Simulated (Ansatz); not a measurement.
A single point on C₂H₅ClOSn.

```yaml
crystal:
  periodic: [false, false, false]
  atoms:
    - {symbol: C, position_ang: [-1.349135, -1.101751, 1.116850]}
    - {symbol: Sn, position_ang: [0.595206, -0.123455, 1.347499]}
    - {symbol: O, position_ang: [0.417449, 0.668230, -1.052885]}
    - {symbol: C, position_ang: [1.094795, 1.573115, -1.426811]}
    - {symbol: Cl, position_ang: [1.081949, 2.138566, -3.055320]}
    - {symbol: H, position_ang: [-1.482955, -1.441667, 0.088240]}
    - {symbol: H, position_ang: [-2.170311, -0.440078, 1.394433]}
    - {symbol: H, position_ang: [-1.375056, -1.982492, 1.765863]}
    - {symbol: H, position_ang: [1.482830, -1.480797, 0.618347]}
    - {symbol: H, position_ang: [1.788329, 2.139328, -0.793314]}
basis:
  gaussian: {orbitals: def2-QZVPP}
correlation: {method: mp2}
```

```sh
$ ansatz run in.yaml --threads 4 --pin off --events-out ev --progress --plain
```

Output, abridged:

```
Functional definition: HF
2868 factors; integrals over basis functions are off by at most 7.8e-4 eV
mean field evaluation 1: about -22482.8235 eV, gradient 4.6e1 eV
mean field evaluation 2: about -22482.9569 eV, gradient 4.6e1 eV
mean field evaluation 4: about -22487.9635 eV, gradient 5.3e0 eV
mean field evaluation 8: about -22488.0848 eV, gradient 6.5e-1 eV
mean field evaluation 16: about -22488.0884 eV, gradient 1.8e-6 eV
mean field -22488.08841075 eV, -826.4220061214 hartree, gradient 1.7e-6 eV, S^2 0.000000; 0 other end points of the search recorded, 0 dependent functions left out
12 core orbitals not correlated: weight in the atoms' cores, before any rotation towards them, 1.000 or more for the frozen orbitals, at most 0.000 for the correlated occupied ones
reference -22488.08841075 eV, -826.4220061214 hartree; 20, 20 occupied and 441, 441 virtual orbitals, 2868 factors
second order -36.80320240 eV of doubles, -0.00000000 eV of singles
Total energy: -22524.89161316 eV, -827.7744988637 hartree
```

Hardware: 4 threads of a server CPU on a shared host. Wall time 55 s, peak host memory 2.7 GiB.
